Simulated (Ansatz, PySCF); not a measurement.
V(F)5 anion (F5V), SMILES [V]([F])([F])([F])([F])[F] (connectivity only; charge and spin as stated), charge -1, multiplicity 2. Atoms are numbered in the order given.

```xyz
6

V      0.0000     0.0000    -0.0117
F      0.0001     1.8340    -0.0174
F      0.0001    -1.8340    -0.0174
F      1.5683     0.0000    -0.8025
F     -1.5684     0.0000    -0.8022
F     -0.0001     0.0000     1.7660
```
Charge -1, spin multiplicity 2.

Coordinates come from a ωB97X-D3(BJ)/def2-SVPD optimisation. The multiplicity is an assumed one; no other spin state was optimised. The isomer is the one that the SMILES or the coordinates give; other isomers of the formula were not compared.

Two levels are set side by side: PBE-D3(BJ)/def2-SVPD (Ansatz, an electronic-structure program) and ωB97X-D3(BJ)/def2-SVPD (PySCF). Each level has its own optimised geometry; the coordinates shown are those of the second. Differences are taken from unrounded values.

| quantity | ωB97X-D3(BJ) |
|---|---|
| mean bond length (Å) | 1.792 |
| bond V1–F2 (Å) | 1.834 |
| bond V1–F3 (Å) | 1.834 |
| bond V1–F4 (Å) | 1.756 |
| bond V1–F5 (Å) | 1.756 |
| bond V1–F6 (Å) | 1.778 |

Question: What does PBE-D3(BJ) give, and how far is it from ωB97X-D3(BJ)? (The exact figures need the calculation; the answer reports its results.)

Answer: 
| quantity | PBE-D3(BJ) | PBE-D3(BJ) minus ωB97X-D3(BJ) |
|---|---|---|
| mean bond length (Å) | 1.812 | 0.020 |
| bond V1–F2 (Å) | 1.854 | 0.020 |
| bond V1–F3 (Å) | 1.854 | 0.020 |
| bond V1–F4 (Å) | 1.777 | 0.020 |
| bond V1–F5 (Å) | 1.777 | 0.020 |
| bond V1–F6 (Å) | 1.798 | 0.020 |

Exact exchange shortens and stiffens bonds; PBE has none. Differences between two approximate levels are no errors against the true value.
